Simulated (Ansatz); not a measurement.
In2Te3, relaxed as a singlet with RKS r2SCAN-D4/def2-SVP in Ansatz, starting from the GFN1-xTB geometry. Force threshold 0.02 eV/Å.

In the def2 sets In, Te take a core potential; there is no spin–orbit coupling. Another isomer (singlet) lies 0.27 eV lower at PBE0-D4/def2-TZVP; other spin states weren't run for this one.

Start:

```xyz
5

In    1.079   -0.313    0.143
In   -1.092    2.030    0.371
Te    1.621    2.069   -1.137
Te   -1.675   -0.940    0.908
Te    0.068   -2.847   -0.285
```

```
step  energy (eV)  largest force component (eV/Å)  SCF passes
   1  -32244.2575                           1.135          19
   2  -32244.5645                           0.478          27
   3  -32244.6578                           0.201          27
   4  -32244.6703                           0.344          27
   5  -32244.6928                           0.077          22
   6  -32244.6948                           0.034          20
   7  -32244.6955                           0.011          22
```

Force components are those of the run's own axes.

End:

Cartesian coordinates in Å:
```
In 0.960 -0.432 -0.435
In -1.129 2.136 0.448
Te 1.616 2.064 -0.838
Te -1.648 -0.829 0.805
Te 0.201 -2.939 0.020
```

By distances, no bond broke or formed. The bond that changes most is In1–Te3, from 2.76 to 2.61 Å (atoms count from 1).

No frequencies were taken in this run, so the end may be a saddle point.

Hardware: 4 threads of Arm Neoverse V2 on a shared host. Wall time 26 s.
